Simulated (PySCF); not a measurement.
AlBrClH2N. Atoms are numbered in the order given.

```xyz
6

Al    -0.4139    -0.6109     0.0000
Cl     1.0148    -2.1404     0.0000
Br     0.2381     1.5343     0.0000
N     -2.1206    -1.0121     0.0000
H     -2.8721    -0.3322     0.0000
H     -2.4890    -1.9565     0.0000
```
Charge 0, spin multiplicity 1.

Geometry optimised at PBE0-D3(BJ)/def2-SVP. The structure was generated by enumeration; whether it is a known compound was not checked. The values are those of a single conformer.

These are PySCF with B3LYP/pcSseg-1 values and carry that method's errors.

GIAO shieldings, no solvent; atoms alike by connectivity are averaged. δ = σ(ref) − σ: ³⁵Cl against HCl (σ = 933.3 ppm); ¹⁵N against NH3 (σ = 265.5 ppm); ¹H against TMS (σ = 31.68 ppm), references at their B3LYP-D3(BJ)/def2-TZVP geometries, non-relativistic (without spin–orbit terms, shifts of atoms bonded to Cl or Br come out too high).

| nucleus | atoms | count | δ (ppm) |
|---|---|---|---|
| ³⁵Cl | Cl2 | 1 | -16.6 |
| ¹⁵N | N4 | 1 | 34.9 |
| ¹H | H5, H6 | 2 | 1.28 |
